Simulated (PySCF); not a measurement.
Input of a run (PBE0-D3(BJ)/def2-TZVP geometry optimisation, gas phase (PySCF 2.14.0)), started from GFN2-xTB:
```
{"job": {"xc": "PBE0", "basis": "def2-TZVP", "d3": "d3bj", "grid": 2, "kind": "geom"}, "charge": 0, "multiplicity": 1}
Si    -1.376019    -0.130412    -0.033183
C      0.477407    -0.422256    -0.171421
C      1.386308     0.476731     0.158263
Cl     3.088433     0.207911     0.032027
H     -1.933064    -1.138893     0.870584
H     -1.969501    -0.277181    -1.363964
H     -1.621538     1.213387     0.487316
H      0.812406    -1.382410    -0.540547
H      1.149130     1.459117     0.535745
```

Output (energies in Eh, forces in Eh/bohr):
```
step   0  E = -828.56733760  max force = 0.018730
step   1  E = -828.56837582  max force = 0.001069
step   2  E = -828.56838973  max force = 0.000980
step   3  E = -828.56840552  max force = 0.000408
step   4  E = -828.56840216  max force = 0.000518
step   5  E = -828.56840761  max force = 0.000147
optimisation converged
```

**Question.** Summarise the run.

**Answer.** The energy falls by 0.029 eV over 6 energy and gradient evaluations, the largest force component goes from 0.0187 to 1.5e-04 Eh/bohr, and the atoms move by 0.045 Å rms after alignment. Among the bonds, Si1–C2, Si1–H5 and Si1–H7 change most and about equally (-0.024 to +0.024 Å). Bonds longer at the end by more than 0.005 Å: 6 of 8; shorter: 1. Among the angles that change most is Si1–C2–H8, from 117.9° to 120.3°. The energy rose by more than 1e-6 Eh at step 4. The first step brought 97 % of the lowering.

**Question.** What are the final bond lengths?

**Answer.** Si1–C2 1.858 Å, C2=C3 1.325 Å, C3–Cl4 1.724 Å, Si1–H5 1.487 Å, Si1–H6 1.487 Å, Si1–H7 1.486 Å, C2–H8 1.087 Å, C3–H9 1.084 Å. Numbering counts from 1 in the input's order; the species is `[SiH3]/C=C/Cl`.

The run used 166 basis functions and 42 SCF cycles in all.

PBE0-D3(BJ)/def2-TZVP frequencies: not computed here.
